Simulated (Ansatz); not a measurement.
Stretching the C1–H4 bond in dimethyl selenide (SMILES C[Se]C) (multiplicity 1 held, fragments rigid). Energies count from the point at 1.088 Å.
Geometry at that point (charge 0, multiplicity 1):
```tsv
atom	x (Å)	y (Å)	z (Å)
C	1.4414	-0.2539	0.8300
Se	0.0135	0.1222	-0.4606
C	-1.4883	-0.1695	0.7664
H	1.3560	-1.2746	1.1969
H	2.3854	-0.1353	0.3023
H	1.3958	0.4525	1.6562
H	-1.4777	-1.1930	1.1354
H	-2.4001	0.0025	0.1984
H	-1.4379	0.5341	1.5947
```

Restricted levels (R-, RO-) in cc, def2 and unpolarised 6-31G sets keep to the state of the molecule at rest. U- levels take the lowest unrestricted solution at each point, which mixes spins at long bonds. Active spaces are followed from a long bond inwards. Levels need not reach the same state.

Correlated levels freeze the cores. Filled d and f shells under p-block atoms count as core.

Programs: Ansatz (Gaussian orbitals). Values without a source in brackets are computed.

Energies in kcal/mol.

```csv
R (Å),U-PBE/cc-pVTZ,R-r2SCAN/cc-pVTZ,R-CCSD(T)/cc-pVTZ,"SC-NEVPT2 on CASSCF(2,2)/cc-pVTZ"
0.870,30.0,28.7,29.1,29.7
0.979,6.3,5.7,5.8,6.1
1.088,0.0,0.0,0.0,0.0
1.197,3.0,3.7,3.7,3.3
1.306,10.9,12.1,12.2,11.6
1.469,26.4,28.5,28.5,27.7
1.632,42.5,45.5,45.4,44.4
1.904,66.2,70.4,69.5,68.5
2.176,84.4,89.8,86.5,85.7
2.502,97.0,106.7,98.1,98.2
2.938,102.6,121.6,101.5,105.6
3.482,104.3,132.4,95.2,108.4
```

Doubts at one or more of the structures used: a spin-contaminated determinant (U-PBE/cc-pVTZ); a restricted determinant that unrestricted orbitals would lower (R-r2SCAN/cc-pVTZ, R-CCSD(T)/cc-pVTZ); other coupled-cluster roots lie near (R-CCSD(T)/cc-pVTZ); T1 above 0.05 (R-CCSD(T)/cc-pVTZ).

Ansatz is a first-principles code.
